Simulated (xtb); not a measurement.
BeH2OS, SMILES [OH][Be][SH]. All values are semi-empirical tight-binding results from xtb (GFN2-xTB unless named), good for trends rather than for accurate numbers. Geometry optimised at GFN2-xTB. The values are those of a single conformer.

Optimised geometry:

```xyz
5

Be    -0.0034    -0.6581     0.0000
O     -0.0107    -2.0245     0.0000
H     -0.0063    -2.9666     0.0000
S      0.0820     1.2657     0.0000
H     -1.2055     1.5440     0.0000
```
Charge 0, spin multiplicity 1.

For metal compounds this method's bond lengths and energies can be far off.

Computed properties:
```
Quantity                                       Value
-------------------------------------  -------------
point group as xtb finds it                       Cs
orbital gap                                  5.31 eV
zero-point energy                      14.6 kcal/mol
G − E(el) at 298.15 K (modified RRHO)  -1.8 kcal/mol
```

Computed atomic charges and the Wiberg bond orders between heavy atoms:
charges (e) Be1 0.64, O2 -0.58, H3 0.32, S4 -0.55, H5 0.17. Bond orders Be1–O2 1.24, Be1–S4 0.94.
